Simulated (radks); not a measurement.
Values are calculated unless marked as measured or tabulated.
Effect of the nuclear size on the calcium ion Ca3+, [Ne] 3s2 3p5. Code: a radial shooting solver on a logarithmic mesh with Libxc functionals. Model: Dirac Kohn-Sham, relativistic LDA (MacDonald-Vosko exchange, VWN5 correlation), spin-unpolarised, spherical densities, finite nucleus; open shells fill j = l - 1/2 first; Fermi nuclear charge, rms radius 3.4776 fm. The rms radius is varied about that value; shifts are against it.

rms radius (fm)  total energy shift (eV)  density at nucleus (e/bohr^3)  1s1/2 shift (meV)  2s1/2 shift (meV)
2.9038                          -0.00907                           6132              -3.82             -0.303
3.3489                          -0.00217                           6109             -0.914             -0.073
3.4776                                 0                           6104              0.000              0.000
3.7871                           0.00555                           6090               2.34              0.185
3.9123                           0.00793                           6085               3.34              0.265

Slopes of the eigenvalues against <r^2> in GHz/fm^2, as finite differences over the two radii next to the reference (eigenvalue slopes, not the field-shift constants of lines): 1s1/2 251, 2s1/2 19.9.
